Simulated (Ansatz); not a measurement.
CH₆BGeNO, SMILES `OB/C=[N]/[GeH3]`, relaxed with RKS PBE-D4/def2-SVP in the Gaussian-basis code of Ansatz from a rough embedded geometry. The force threshold is 0.03 eV/Å; the program also tests the step.

Charge 0, multiplicity 1.

Start:

```xyz
11

O     0.230   -1.719   -2.494
B     0.017   -0.455   -1.919
C    -0.070   -0.352   -0.372
N    -0.145    0.838    0.199
Ge   -0.299    1.001    2.034
H     1.200   -1.868   -2.638
H    -0.067    0.518   -2.592
H     0.100   -1.224    0.249
H    -1.473    0.207    2.538
H     1.027    0.533    2.637
H    -0.520    2.521    2.358
```

(1) How much energy does the relaxation release, and in how many steps? (An estimate is asked.)

(2) Which bonds change most? (Estimate.)

(3) Give the relaxed structure. (An estimate is asked.)

Answers

(1) Ansatz gave: 22.73 kcal/mol, in 16 steps, 1 of them rejected.

(2) Ansatz gave: Ge5–H9 from 1.504 to 1.563 Å; C3–H8 from 1.083 to 1.128 Å; O1–B2 from 1.404 to 1.360 Å; N4–Ge5 from 1.848 to 1.885 Å.

(3) The calculation gave: 
```xyz
11

O     0.085   -1.732   -2.385
B     0.370   -0.527   -1.821
C    -0.045   -0.330   -0.307
N     0.224    0.784    0.286
Ge   -0.253    1.033    2.092
H     0.368   -1.785   -3.315
H     0.916    0.362   -2.454
H    -0.568   -1.184    0.212
H    -0.975   -0.225    2.673
H     1.055    1.328    2.870
H    -1.176    2.276    2.150
```
